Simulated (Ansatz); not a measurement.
Reading a saddle point

A first-order saddle point of GeH4Br, doublet, PBE0-D4/def2-TZVP, with one imaginary mode of 435i cm⁻¹:

Br1  (-1.064, -1.130, -0.133)
Ge2  (0.606, 0.650, 0.079)
H3  (-2.268, -2.436, -0.296)
H4  (0.991, 1.068, -1.345)
H5  (-0.059, 1.794, 0.853)
H6  (1.794, 0.054, 0.843)
(Å)

Computed with Ansatz 0.2.0 (basis: def2-TZVPP and def2-QZVPP); correlated methods freeze the cores; orbitals are unrestricted. Filled d shells of the heavier atoms are correlated. The def2 sets are not built for correlating such inner shells, so the correlated values are less sure here. Extrapolation: Hartree–Fock as exp(−7.88 √X), correlation as X^−2.97.

Question: Which contacts change along the imaginary mode, and what lies on either side? (A judgement: the text doesn't fix the answer.)

Answer: By the calculation: The step is GeH₃Br ([GeH3][Br]) + H → GeH₃ + HBr, with the molecules in contact on both sides. Shortening one way: Br1–H3; lengthening the same way: Br1–Ge2.
```json
{"pair": "Br1–H3", "one side (Å)": "3.54", "saddle (Å)": "1.78", "other side (Å)": "1.42"}
{"pair": "Br1–Ge2", "one side (Å)": "2.31", "saddle (Å)": "2.45", "other side (Å)": "3.79"}
```

Question: Which side is lower, and how far does the saddle lie above each? (Judge from chemistry; the value comes from the calculation.)

Answer: By the calculation: The side with Br1–H3 short is lower by 0.224 eV; the saddle lies 0.586 eV above it and 0.363 eV above the other (CCSD(T) at an estimated basis limit (MP2 extrapolated from triple and quadruple zeta, plus CCSD(T) − MP2 in triple zeta); electronic energies).

No T1 diagnostic of these runs exceeds 0.014. ⟨S²⟩ of the unrestricted Hartree–Fock references: 0.75 to 0.80 (a pure state has 0.75).

Radical steps of this kind take place in plasma deposition and etching.

Labels in which every atom is bracketed show which atoms are joined, not bond orders.

For scale, one of the runs: CCSD(T)/def2-TZVPP, 152 basis functions, launched by `ansatz run in.yaml --threads 4 --pin off --events-out ev --progress --plain --max-ram 9574MiB`. The run took 100 s on 4 CPU threads of an Arm Neoverse V1 (shared host), with 2.6 GiB of host memory at its peak.
